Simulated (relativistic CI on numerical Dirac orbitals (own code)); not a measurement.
# Spin-allowed bands of a d8 ion in a tetrahedral site, by hand

Problem. Take Δ = 5700 cm⁻¹ and B = 550 cm⁻¹ for a d8 ion in a tetrahedral site. Calculate the three spin-allowed bands.

Working.
1. The terms of highest spin are 3F (energy 0) and 3P (15B = 8250 cm⁻¹). Here the F term splits into A2 at +1.2Δ = 6840, T2 at +0.2Δ = 1140 and T1 at −0.6Δ = -3420 cm⁻¹.
2. The two T1 states mix through the element 0.4Δ: H = [[-3420, 2280], [2280, 8250]], with roots ½(H₁₁ + H₂₂) ∓ ½√[(H₂₂ − H₁₁)² + 4H₁₂²] = ½(4830) ∓ ½(12529) = -3850 and 8680 cm⁻¹.
3. The ground term is 3T1 at -3850 cm⁻¹.
4. Bands: 3T2 4990 cm⁻¹ (2004 nm), 3A2 10690 cm⁻¹ (935 nm), 3T1(P) 12529 cm⁻¹ (798 nm).

Check. Exact diagonalisation of the whole d8 shell with these parameters gives 3T2 4990, 3A2 10690, 3T1 12529 cm⁻¹. The match is exact, since without spin-orbit coupling no other term has this spin. The ratio of the second band to the first, 2.142, depends on Δ/B = 10.4 alone, which is how a Tanabe-Sugano diagram is read.
